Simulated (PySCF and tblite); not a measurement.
Values are calculated unless marked as measured or tabulated.
System: 1-cyanocyclopropanecarboxylic acid, C5H5NO2, numbered as in [N:1]#[C:2][C:3]1([C:4](=[O:5])[OH:6])[CH2:7][CH2:8]1.

For the rotation about the C4–O6 bond (torsion C3–C4–O6–H from 180° to 360°, rising): electronic barrier 11.63 kcal/mol, zero-point change -1.14 kcal/mol, thermal and entropy terms at 298.15 K a further 0.02 kcal/mol (symmetry numbers apart). The minimum is Cs, the saddle C1. Geometries: GFN2-xTB; energies: revPBE/pcSseg-1 + D3(BJ), IEF-PCM chloroform; zero-point and thermal terms from GFN2-xTB harmonic modes (soft modes blended into free rotors). Rates follow Eyring's equation with the number of equivalent paths and no tunnelling. Run with tblite and PySCF.

**Question.** How many equivalent paths lead out of the minimum?

**Answer.** 2: the symmetry number of the minimum is 1, that of the saddle displaced along its mode 1, and the displaced saddle is chiral while the minimum is not, which doubles the count.

**Question.** Work out the rate at 298.15 K.

**Answer.** ΔG‡ = 10.51 kcal/mol; k_B T/h = 6.2×10¹² s⁻¹; exp(−ΔG‡/RT) = 2×10⁻⁸; times 2 gives k = 2.5×10⁵ s⁻¹. Wigner's tunnelling factor for the 609i cm⁻¹ mode would be 1.36.
